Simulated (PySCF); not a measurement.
# CaBe⁺: frontier orbitals

PBE at R = 3.035 Å; Ca def2-SVP, Be def2-SVP; no relativity (PySCF 2.14). State: ²Σ⁺ (doublet), unpaired electrons σ ↑. Only the outer orbitals are listed, counted within each symmetry.

```tsv
spin	orbital	occ.	ε (eV)	on Ca (%)	main shells (%)
α	5σ	1	-52.76	100	100 Ca s
α	2π	1	-34.18	100	100 Ca p
α	2π	1	-34.18	100	100 Ca p
α	6σ	1	-34.04	100	100 Ca p
α	7σ	1	-10.76	32	68 Be s, 20 Ca s
α	8σ	1	-8.48	67	67 Ca s, 17 Be p, 16 Be s
α	9σ	0	-7.61	75	64 Ca d, 22 Be p, 9 Ca s
α	3π	0	-7.58	77	75 Ca d, 23 Be p
α	3π	0	-7.58	77	75 Ca d, 23 Be p
β	5σ	1	-52.70	100	100 Ca s
β	2π	1	-34.09	100	100 Ca p
β	2π	1	-34.09	100	100 Ca p
β	6σ	1	-33.96	100	100 Ca p
β	7σ	1	-10.59	36	58 Be s, 20 Ca s, 9 Ca p
β	8σ	0	-7.61	88	76 Ca s, 12 Be s, 10 Ca d
β	3π	0	-7.32	79	77 Ca d, 21 Be p
β	3π	0	-7.32	79	77 Ca d, 21 Be p
```

Problem. Which are the highest filled and the lowest empty level, where do they sit, and how wide is the gap?

Solution. Highest filled α 8σ at -8.48 eV (in %: 67 Ca s, 17 Be p, 16 Be s); lowest empty β 8σ at -7.61 eV (in %: 76 Ca s, 12 Be s, 10 Ca d); the gap at PBE is 0.87 eV.

```json
{
  "bond order (Mayer)": "0.89",
  "⟨S²⟩": "0.773",
  "charge on Ca (Mulliken, basis-dependent)": "0.65",
  "charge on Ca (Löwdin, basis-dependent)": "0.77",
  "dipole moment (positive dipole points towards Be; it is taken about the centre of mass and depends on that origin)": "-0.37 D",
  "polarisability along the bond": "215.2 bohr³",
  "polarisability across the bond": "91.5 bohr³"
}
```

The state is the lowest determinant that a PBE0 search found; another state may lie lower at other levels.
